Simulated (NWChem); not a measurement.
Species: BF

```xyz
2

B      0.0000     0.0000    -0.8148
F      0.0000     0.0000     0.4593
```
Atoms are numbered in this order, from 1.

Results from NWChem. Geometry: optimised at B3LYP/6-31G* (spherical d). GIAO values for the isolated, static molecule; σ is the absolute isotropic shielding, δ = σ(reference) − σ with the isolated reference molecule computed at the same levels (11B: boron trifluoride, 19F: trichlorofluoromethane).

For level PBE/pcSseg-1:

```
Quantity    Result
----------  ------
δ B1 (ppm)    13.8
δ F2 (ppm)    73.9
```

Task: Estimate the same quantities for level PBE0/pcSseg-1.

Result: 
| Item | Result |
|---|---|
| δ B1 (ppm) | 18.3 |
| δ F2 (ppm) | 95.6 |
